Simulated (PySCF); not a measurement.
Se(OH)(SMe) (CH₄OSSe), SMILES CS[Se]O. Geometry optimised at PBE0-D3(BJ)/def2-SVP. This is a generated structure with no PubChem entry under its InChIKey; it may be hypothetical. The values are those of a single conformer.

All values below come from PBE0-D3(BJ)/def2-SVP (PySCF).

Harmonic wavenumbers (cm⁻¹): 101, 139, 207, 234, 409, 411, 648, 715, 959, 962, 1097, 1319, 1432, 1449, 3065, 3182, 3199, 3842. Rotational constants (GHz): 6.940, 2.173, 1.984; symmetry number 1.

Problem. Work out the zero-point energy and the ideal-gas rigid-rotor harmonic-oscillator thermochemistry at 298.15 K and 1 atm.

Solution. ZPE = ½ Σ hcν = ½ × 23371 cm⁻¹ = 139.79 kJ/mol. H − E(el) = 158.71 kJ/mol. Entropy in J/(mol K): translation 170.65, rotation 112.03, vibration 54.54, total 337.22. G − E(el) = 58.17 kJ/mol. Cp = 90.00 J/(mol K). Modes under 150 cm⁻¹ make the vibrational entropy uncertain.
